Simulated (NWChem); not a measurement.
System: diethyl ether (C4H10O); SMILES CCOCC

Input file for NWChem:

```
start job
memory heap 200 mb stack 900 mb global 1100 mb
geometry units angstroms noautoz
  C     -0.112662     2.344278    -0.171729
  C     -0.326629     0.939306     0.363638
  O      0.611832     0.076266    -0.250032
  C      0.605532    -1.250783     0.243174
  C     -0.583422    -2.087745    -0.227290
  H      0.915714     2.692774     0.050006
  H     -0.249555     2.364160    -1.271360
  H     -0.832637     3.052440     0.284275
  H     -0.197921     0.919204     1.476816
  H     -1.376836     0.610975     0.163511
  H      0.652866    -1.248101     1.362074
  H      1.550920    -1.707053    -0.119136
  H     -0.471777    -3.139911     0.105107
  H     -0.648104    -2.077988    -1.334118
  H     -1.545939    -1.713361     0.176034
end
basis spherical
  * library 6-31g*
end
dft
  xc b3lyp
  iterations 150
  mulliken
end
task dft energy
```

Output (shortened):

```
             Northwest Computational Chemistry Package (NWChem) 7.3.0
             --------------------------------------------------------

 C1  symmetry detected

                             Geometry "geometry" -> ""
                             -------------------------

 Output coordinates in angstroms (scale by  1.889725989 to convert to a.u.)

  No.       Tag          Charge          X              Y              Z
 ---- ---------------- ---------- -------------- -------------- --------------
    1 C                    6.0000    -0.12198780     2.34253929    -0.18407852
    2 C                    6.0000    -0.31337349     0.94119605     0.36905316
    3 O                    8.0000     0.59541249     0.07298859    -0.28091746
    4 C                    6.0000     0.60968079    -1.25100776     0.22026213
    5 C                    6.0000    -0.60030319    -2.08901760    -0.19099407
    6 H                    1.0000     0.91576702     2.69081636    -0.01104361
    7 H                    1.0000    -0.30825307     2.35590380    -1.27652988
    8 H                    1.0000    -0.81980555     3.05457429     0.29950560
    9 H                    1.0000    -0.13467491     0.92770689     1.47540752
   10 H                    1.0000    -1.37193857     0.61324903     0.21846257
   11 H                    1.0000     0.70737424    -1.24155429     1.33585683
   12 H                    1.0000     1.53721761    -1.71092644    -0.18143377
   13 H                    1.0000    -0.47511080    -3.13929985     0.14253211
   14 H                    1.0000    -0.71476767    -2.08593203    -1.29382477
   15 H                    1.0000    -1.54320618    -1.71070631     0.25295087

 Effective nuclear repulsion energy (a.u.)     190.5701380289

                                 NWChem DFT Module
                                 -----------------

 Summary of "ao basis" -> "ao basis" (spherical)
 ------------------------------------------------------------------------------
       Tag                 Description            Shells   Functions and Types
 ---------------- ------------------------------  ------  ---------------------
 C                           6-31g*                  6       14   3s2p1d
 O                           6-31g*                  6       14   3s2p1d
 H                           6-31g*                  2        2   2s

            General Information
            -------------------
          SCF calculation type: DFT
          Wavefunction type:  closed shell.
          No. of atoms     :    15
          No. of electrons :    42
           Alpha electrons :    21
            Beta electrons :    21
          Charge           :     0
          Spin multiplicity:     1
          Use of symmetry is: off; symmetry adaption is: off
          Maximum number of iterations: 150
          AO basis - number of functions:    90
                     number of shells:    50
          Convergence on energy requested:  1.00D-06
          Convergence on density requested:  1.00D-05
          Convergence on gradient requested:  5.00D-04

              XC Information
              --------------
                         B3LYP Method XC Potential
                     Hartree-Fock (Exact) Exchange  0.200
                        Slater Exchange Functional  0.800 local
                    Becke 1988 Exchange Functional  0.720 non-local
              Lee-Yang-Parr Correlation Functional  0.810
                  VWN I RPA Correlation Functional  0.190 local

             Grid Information
             ----------------
          Grid used for XC integration:  medium
          Radial quadrature: Mura-Knowles
          Angular quadrature: Lebedev.
          Tag              B.-S. Rad. Rad. Pts. Rad. Cut. Ang. Pts.
          ---              ---------- --------- --------- ---------
          C                   0.70       49          12.0       434
          O                   0.60       49           9.0       434
          H                   0.35       45          13.0       434
          Grid pruning is: on
          Number of quadrature shells:   695
          Spatial weights used:  Erf1

      Superposition of Atomic Density Guess
      -------------------------------------

 Sum of atomic energies:        -230.37769422

      Non-variational initial energy
      ------------------------------

 Total energy =    -233.404100
 1-e energy   =    -688.144421
 2-e energy   =     264.170183
 HOMO         =      -0.319781
 LUMO         =       0.140512

     ---------------------------------------------
      Total Density - Mulliken Population Analysis
     ---------------------------------------------

    Atom       Charge   Shell Charges
 -----------   ------   -------------------------------------------------------
    1 C    6     6.69   2.00  0.72  2.04  0.68  1.23  0.03
    2 C    6     5.98   2.00  0.69  1.77  0.58  0.88  0.06
    3 O    8     8.69   2.00  0.92  3.01  0.91  1.82  0.02
    4 C    6     5.98   2.00  0.69  1.76  0.59  0.88  0.06
    5 C    6     6.70   2.00  0.72  2.04  0.69  1.23  0.03
    6 H    1     0.78   0.46  0.31
    7 H    1     0.78   0.46  0.31
    8 H    1     0.77   0.46  0.31
    9 H    1     0.83   0.48  0.35
   10 H    1     0.83   0.48  0.35
   11 H    1     0.83   0.48  0.35
   12 H    1     0.82   0.48  0.33
   13 H    1     0.77   0.46  0.31
   14 H    1     0.78   0.46  0.32
   15 H    1     0.78   0.46  0.31

   convergence    iter        energy       DeltaE   RMS-Dens  Diis-err
 ---------------- ----- ----------------- --------- --------- ---------
 d= 0,ls=0.0,diis     1   -233.5865759112 -4.24D+02  1.06D-02  5.79D-01
 d= 0,ls=0.0,diis     2   -233.6075767577 -2.10D-02  5.89D-03  4.91D-01
 d= 0,ls=0.0,diis     3   -233.6493545000 -4.18D-02  1.77D-03  7.45D-02
 d= 0,ls=0.0,diis     4   -233.6556131762 -6.26D-03  5.71D-04  3.68D-03
 d= 0,ls=0.0,diis     5   -233.6560189679 -4.06D-04  1.25D-04  1.50D-04
  Resetting Diis
 d= 0,ls=0.0,diis     6   -233.6560382564 -1.93D-05  1.28D-05  1.56D-06
 d= 0,ls=0.0,diis     7   -233.6560384401 -1.84D-07  5.10D-06  1.17D-07

         Total DFT energy =     -233.656038440051
      One electron energy =     -692.967434484743
           Coulomb energy =      302.775823792497
    Exchange-Corr. energy =      -34.034565776692
 Nuclear repulsion energy =      190.570138028887

 Numeric. integr. density =       41.999996461099

                       DFT Final Molecular Orbital Analysis
                       ------------------------------------

 Vector   19  Occ=2.000000D+00  E=-3.383643D-01
              MO Center= -6.1D-02,  1.6D-01,  7.8D-02, r^2= 4.9D+00
   Bfn.  Coefficient  Atom+Function         Bfn.  Coefficient  Atom+Function
  ----- ------------  ---------------      ----- ------------  ---------------
    19      0.208372   2 C  pz                5     -0.186104   1 C  pz
    47     -0.173798   4 C  pz               46     -0.172338   4 C  py
    60      0.154646   5 C  py               77      0.153784   9 H  s
    61      0.150195   5 C  pz               78      0.148573   9 H  s
    74      0.140242   7 H  s                73      0.138019   7 H  s

 Vector   20  Occ=2.000000D+00  E=-3.024744D-01
              MO Center=  4.2D-01, -2.1D-01, -2.6D-02, r^2= 2.6D+00
   Bfn.  Coefficient  Atom+Function         Bfn.  Coefficient  Atom+Function
  ----- ------------  ---------------      ----- ------------  ---------------
    33      0.356589   3 O  pz               37      0.253488   3 O  pz
    31     -0.246602   3 O  px               34     -0.220250   3 O  s
    47     -0.194979   4 C  pz               82     -0.188630  11 H  s
    35     -0.172021   3 O  px               17      0.150997   2 C  px
    19     -0.148941   2 C  pz               81     -0.139042  11 H  s

 Vector   21  Occ=2.000000D+00  E=-2.477448D-01
              MO Center=  2.8D-01, -7.1D-02, -8.3D-03, r^2= 2.1D+00
   Bfn.  Coefficient  Atom+Function         Bfn.  Coefficient  Atom+Function
  ----- ------------  ---------------      ----- ------------  ---------------
    31      0.406480   3 O  px               33      0.359908   3 O  pz
    35      0.302990   3 O  px               37      0.267359   3 O  pz
    80      0.215526  10 H  s                78     -0.194371   9 H  s
    62      0.166830   5 C  s                82     -0.151075  11 H  s
    32      0.147279   3 O  py               59      0.146743   5 C  px

 Vector   22  Occ=0.000000D+00  E= 9.026000D-02
              MO Center= -5.2D-01, -5.7D-01,  4.7D-01, r^2= 6.0D+00
   Bfn.  Coefficient  Atom+Function         Bfn.  Coefficient  Atom+Function
  ----- ------------  ---------------      ----- ------------  ---------------
    20      1.092114   2 C  s                62      1.052026   5 C  s
    80     -0.807921  10 H  s                48      0.756510   4 C  s
    90     -0.707114  15 H  s                82     -0.677162  11 H  s
    86     -0.653328  13 H  s                78     -0.645262   9 H  s
    21     -0.422779   2 C  px               84     -0.403683  12 H  s

 Vector   23  Occ=0.000000D+00  E= 1.158315D-01
              MO Center= -1.0D-01,  8.4D-01,  3.1D-02, r^2= 8.6D+00
   Bfn.  Coefficient  Atom+Function         Bfn.  Coefficient  Atom+Function
  ----- ------------  ---------------      ----- ------------  ---------------
     6      1.758814   1 C  s                62     -1.079833   5 C  s
    76     -0.850825   8 H  s                72     -0.825581   6 H  s
    78     -0.681342   9 H  s                74     -0.647287   7 H  s
    48     -0.632688   4 C  s                88      0.617835  14 H  s
    84      0.543764  12 H  s                20      0.489657   2 C  s

 Vector   24  Occ=0.000000D+00  E= 1.253903D-01
              MO Center= -3.2D-01, -2.1D-01,  1.1D-01, r^2= 5.8D+00
   Bfn.  Coefficient  Atom+Function         Bfn.  Coefficient  Atom+Function
  ----- ------------  ---------------      ----- ------------  ---------------
    62      1.147326   5 C  s                48     -0.868220   4 C  s
    74     -0.734534   7 H  s                82      0.710659  11 H  s
    90     -0.709054  15 H  s                80     -0.699543  10 H  s
     6      0.581266   1 C  s                34     -0.580849   3 O  s
    50      0.546252   4 C  py               78      0.488070   9 H  s

     ---------------------------------------------
      Total Density - Mulliken Population Analysis
     ---------------------------------------------

    Atom       Charge   Shell Charges
 -----------   ------   -------------------------------------------------------
    1 C    6     6.45   2.00  0.67  2.12  0.64  1.00  0.03
    2 C    6     6.00   2.00  0.68  2.03  0.51  0.71  0.07
    3 O    8     8.46   2.00  0.90  2.92  0.96  1.66  0.03
    4 C    6     6.00   2.00  0.68  2.03  0.51  0.71  0.07
    5 C    6     6.46   2.00  0.67  2.11  0.64  1.01  0.03
    6 H    1     0.85   0.52  0.32
    7 H    1     0.84   0.52  0.32
    8 H    1     0.86   0.52  0.34
    9 H    1     0.89   0.53  0.36
   10 H    1     0.88   0.53  0.35
   11 H    1     0.89   0.53  0.36
   12 H    1     0.86   0.53  0.33
   13 H    1     0.86   0.52  0.34
   14 H    1     0.85   0.52  0.32
   15 H    1     0.85   0.52  0.33

     -------------------------------------------
      Total Density - Lowdin Population Analysis
     -------------------------------------------

    Atom       Charge   Shell Charges
 -----------   ------   -------------------------------------------------------
    1 C    6     6.37   1.99  0.56  1.91  0.44  1.40  0.07
    2 C    6     6.09   1.99  0.54  1.82  0.41  1.20  0.14
    3 O    8     8.24   1.99  0.85  2.78  0.65  1.90  0.06
    4 C    6     6.10   1.99  0.54  1.82  0.41  1.20  0.14
    5 C    6     6.38   1.99  0.56  1.91  0.44  1.42  0.07
    6 H    1     0.87   0.49  0.38
    7 H    1     0.87   0.49  0.38
    8 H    1     0.87   0.49  0.38
    9 H    1     0.90   0.51  0.39
   10 H    1     0.90   0.51  0.39
   11 H    1     0.90   0.51  0.39
   12 H    1     0.88   0.51  0.37
   13 H    1     0.87   0.49  0.38
   14 H    1     0.87   0.49  0.38
   15 H    1     0.88   0.50  0.38

     Multipole analysis of the density
     ---------------------------------

     L   x y z        total         alpha         beta         nuclear
     -   - - -        -----         -----         ----         -------
     0   0 0 0     -0.000000    -21.000000    -21.000000     42.000000

     1   1 0 0     -0.284105     -0.142053     -0.142053     -0.000000
     1   0 1 0     -0.143153     -0.071576     -0.071576      0.000000
     1   0 0 1      0.305877      0.152939      0.152939     -0.000000

     2   2 0 0    -24.866129    -43.491838    -43.491838     62.117547
     2   1 1 0     -0.852346     -0.770853     -0.770853      0.689360
     2   1 0 1      0.284801     -0.515706     -0.515706      1.316213
     2   0 2 0    -22.912665   -223.606519   -223.606519    424.300372
     2   0 1 1      0.170494      0.220107      0.220107     -0.269719
     2   0 0 2    -24.730372    -29.651662    -29.651662     34.572951
```

Level: B3LYP/6-31G* (spherical d). Coordinates come from a PBE-D3(BJ)/def2-SVP optimisation.
